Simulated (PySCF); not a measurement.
Stretching CsSe

Set-up: PySCF, scalar-relativistic core potentials, basis sets Cs def2-SVP with ECP46, Se def2-SVP. Energies in eV from Cs + Se in their ground configurations at the same level. State: ²Π (doublet), unpaired electrons π ↑.

All columns are PBE0. A positive dipole means Cs(−)Se(+).

```tsv
R (Å)	E (eV)	μ (D)	Mulliken charge on Cs (basis-dependent)	HOMO (eV)	LUMO (eV)	Mayer bond order	⟨S²⟩
2.810	-1.929	-8.49	0.51	-4.47	-2.46	0.88	0.75
2.940	-2.250	-9.13	0.53	-4.47	-2.27	0.86	0.75
3.071	-2.420	-9.74	0.54	-4.35	-2.10	0.84	0.75
3.169	-2.478	-10.18	0.55	-4.24	-1.98	0.82	0.75
3.267	-2.493	-10.61	0.56	-4.13	-1.88	0.81	0.75
3.365	-2.474	-11.03	0.57	-4.03	-1.78	0.79	0.75
3.496	-2.414	-11.57	0.57	-3.91	-1.65	0.78	0.75
3.659	-2.301	-12.23	0.58	-3.77	-1.51	0.76	0.76
3.855	-2.136	-12.98	0.59	-3.62	-1.58	0.74	0.76
4.116	-1.897	-13.91	0.59	-3.46	-1.71	0.73	0.76
```

A fit through these points gives, at Re = 3.256 Å, μ = -10.56 D and dμ/dR = -4.32 D/Å; the reduced mass is 49.91 u.

How strong is the fundamental in the double-harmonic approximation, I = 42.26·(dμ/dR)²/μred km/mol?

I = 42.26·(-4.32)²/49.91 = 15.8 km/mol at PBE0.

These are scalar-relativistic numbers at best; spin–orbit coupling would shift them, the dissociation energy most. The state was picked by a PBE0 search and need not be the measured ground state.
